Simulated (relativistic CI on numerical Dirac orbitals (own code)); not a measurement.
Ag²⁸⁺: q coefficients and field-shift factors

Method of calculation: Dirac-Coulomb-Breit CI, KLI orbitals optimised for each configuration, derivatives by finite differences, unscaled Slater integrals, QED left out (own radial code, finite nucleus).

CI space (outside the closed core [Ne]): 3s²3p⁶3d, 3s²3p⁵3d², 3s3p⁶3d², 3s²3p⁶4s, 3s²3p⁶4p, 3p⁶3d³, 3p⁵3d⁴. Double excitations out of closed p, d and f shells are left out; levels of such configurations are missing from the list, as are those of other unlisted configurations, and high levels can miss mixing partners.

With x = (α/α₀)² − 1 an excitation energy changes as ω = ω₀ + qx; K = 2q/ω₀ is the relative enhancement. Terms are leading LS components, so labels can repeat. The field-shift factor is F = δν/δ⟨r²⟩ for the transition from the lowest level.

Lowest level 3s²3p⁶3d ²D3/2.

| Level | ω₀ (cm⁻¹) | q (cm⁻¹) | F (GHz/fm²) |
| --- | --- | --- | --- |
| 3s²3p⁶3d ²D5/2 | 66847 | 66720 | 0.453 |
| 3s²3p⁵3d² ⁴D°1/2 | 1075644 | 43310 | 2.28 |
| 3s²3p⁵3d² ⁴D°3/2 | 1086306 | 42010 | 2.34 |
| 3s²3p⁵3d² ⁴D°5/2 | 1114826 | 54190 | 2.48 |
| 3s²3p⁵3d² ⁴G°7/2 | 1140982 | 43260 | 2.47 |
| 3s²3p⁵3d² ²F°5/2 | 1152115 | 70000 | 2.61 |
| 3s²3p⁵3d² ⁴D°7/2 | 1166120 | 99100 | 2.62 |
| 3s²3p⁵3d² ⁴G°9/2 | 1169811 | 89530 | 2.81 |
| 3s²3p⁵3d² ⁴G°11/2 | 1193619 | 115400 | 3.04 |
| 3s²3p⁵3d² ²D°3/2 | 1194335 | 87170 | 2.57 |
| 3s²3p⁵3d² ⁴P°5/2 | 1199261 | 97100 | 2.77 |
| 3s²3p⁵3d² ⁴P°3/2 | 1200830 | 67120 | 2.32 |
| 3s²3p⁵3d² ²G°7/2 | 1222306 | 90440 | 2.81 |
| 3s²3p⁵3d² ⁴P°1/2 | 1241855 | 105400 | 2.54 |
| 3s²3p⁵3d² ⁴F°9/2 | 1257389 | 129800 | 3.11 |
| 3s²3p⁵3d² ²D°5/2 | 1260257 | 132700 | 3.11 |
| 3s²3p⁵3d² ²F°7/2 | 1265116 | 94330 | 2.92 |
| 3s²3p⁵3d² ²H°11/2 | 1276637 | 120000 | 3.19 |
| 3s²3p⁵3d² ²P°3/2 | 1280649 | 116900 | 2.43 |
| 3s²3p⁵3d² ⁴D°5/2 | 1285927 | 131100 | 2.7 |
| 3s²3p⁵3d² ²F°7/2 | 1308671 | 153000 | 3.09 |
| 3s²3p⁵3d² ²P°1/2 | 1320103 | 167300 | 2.92 |
| 3s²3p⁵3d² ²G°9/2 | 1334715 | 118400 | 3.07 |

At this charge energies of transitions that change n are usually good to better than 1 %, and those within a shell (Δn = 0) to a few per cent.

(1) Which transition from the lowest level has the largest |K|?

## Answers

(1) 3s²3p⁶3d ²D5/2 at 66847 cm⁻¹, K = 2.
